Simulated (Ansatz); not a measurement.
Species: CH3Li, charge 0, multiplicity 1. 
Geometry from a B3LYP-D3(BJ)/def2-TZVP (Ansatz, a program for electronic structure) optimisation:
```xyz
5

Li    -1.1054    -0.6446    -0.9312
C      0.2701     0.1575     0.2275
H      0.8519    -0.5947     0.7758
H     -0.1547     0.8270     0.9867
H      0.9987     0.7566    -0.3338
```
Charge 0, spin multiplicity 1.

Wanted: atomisation energy (electronic, to ground-state atoms), in kcal/mol. Cores are frozen in the correlated levels unless marked. UHF or UKS for open shells. Spin-orbit coupling is left out. No relativistic terms. The coupled-cluster limit lacks core correlation, which all-electron functionals hold. Basis-set limits of correlation are two-point, X^-3; Hartree-Fock from the larger set.

```csv
level,program,atomisation energy (kcal/mol)
HF/def2-QZVPP,Ansatz,259.4
```

Q: What does CCSD(T)/CBS(def2-TZVPPD,def2-QZVPPD) (Ansatz) give?

A: 355.7 kcal/mol
